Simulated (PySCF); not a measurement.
silanone (H2OSi), SMILES O=[SiH2]. Geometry: PBE-D3(BJ)/def2-TZVP.

Computed equilibrium geometry at PBE-D3(BJ)/def2-TZVP (PySCF confirms it by a frequency run) as bond lengths and angles, and its point group:
point group C2v.
Atoms: Si1 O2 H3 H4. Bond lengths (Å): Si1–O2 1.535, Si1–H3 1.498, Si1–H4 1.498. Bond angles (°): O2–Si1–H3 124.0, O2–Si1–H4 124.0, H3–Si1–H4 112.0.
